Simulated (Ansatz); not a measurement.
A nudged elastic band was laid between two geometries of ClH3OSn + H2 (8 atoms, charge 0, multiplicity 1).

All numbers below come from Ansatz, RKS PBE0/def2-SVP.

* movable images: 6
* climbing image: no
* spring: 5.0 eV/Å²
* optimiser: quadratic models (default)
* start path: through a guess of the saddle point
* force threshold: 0.03 eV/Å
* iteration limit: 60
* end points: relaxed

First end point:

```xyz
8
Properties=species:S:1:pos:R:3
Sn -0.330 -0.493 -0.360
O 0.046 0.251 1.437
H -0.745 0.360 1.978
H 1.140 -0.341 -1.200
Cl -1.942 0.892 -1.373
H -1.045 -2.041 -0.231
H 1.677 2.682 2.675
H 1.323 2.087 2.351
```

Last end point:

```xyz
8
Properties=species:S:1:pos:R:3
Sn -0.343 0.537 -0.242
O 0.923 0.067 2.145
H 0.418 -0.472 2.765
H 1.133 -0.117 -0.779
Cl -1.514 0.981 -2.275
H -1.387 -0.554 0.556
H -0.245 2.087 0.468
H 1.139 0.867 2.637
```

**Question.** What changes between the two ends?

**Answer.** Bonds broken: H7–H8. Bonds formed: Sn1–H7, O2–H8. ClH3OSn + H2 becomes ClH3Sn + H2O.

**Question.** What energy profile does the band end with?

**Answer.** The forces met the threshold. The highest image is number 4 of 0 to 7, 15.9 kcal/mol above the first end and 25.2 kcal/mol above the last; the last end lies 9.3 kcal/mol below the first. No image climbed, so the highest image needn't sit at the top of the path. A band with more images between the same ends climbed to 1.31 eV, so this one has probably stepped over the top. The orbitals stay closed-shell, which can raise the energy where a bond breaks towards radicals; this wasn't checked here.

```tsv
image	path coordinate (Å)	energy (kcal/mol)	H7–H8 (Å)	Sn1–H7 (Å)	O2–H8 (Å)
0	0.00	0.0	0.76	4.83	2.42
1	0.95	0.1	0.76	4.42	2.42
2	1.90	0.5	0.76	3.96	2.44
3	2.84	3.0	0.76	3.21	2.22
4	3.79	15.9	0.79	2.44	1.80
5	4.74	12.9	1.42	1.88	1.02
6	5.69	-6.5	2.05	1.72	0.97
7	6.64	-9.3	2.85	1.71	0.96
```

**Question.** What is the geometry of the highest image?

**Answer.** 
```xyz
8
Properties=species:S:1:pos:R:3:forces:R:3
Sn -0.036 -0.072 0.035 -0.03 -0.40 0.13
O 0.420 -0.120 2.017 -0.13 -0.23 -0.19
H -0.328 -0.265 2.609 -0.07 -0.10 -0.10
H 1.501 -0.230 -0.667 0.00 -0.02 0.03
Cl -1.102 1.580 -1.327 0.11 -0.03 0.37
H -1.249 -1.253 0.012 -0.11 -0.28 -0.14
H 0.407 2.126 0.997 0.15 0.39 0.27
H 0.510 1.630 1.598 0.08 0.68 -0.38
```

The band took 18 iterations and about 4 core-minutes.

Time of the run: 120 s on 2 threads of Intel(R) Xeon(R) 6975P-C (Granite Rapids) (shared host), peak memory 0.2 GiB.
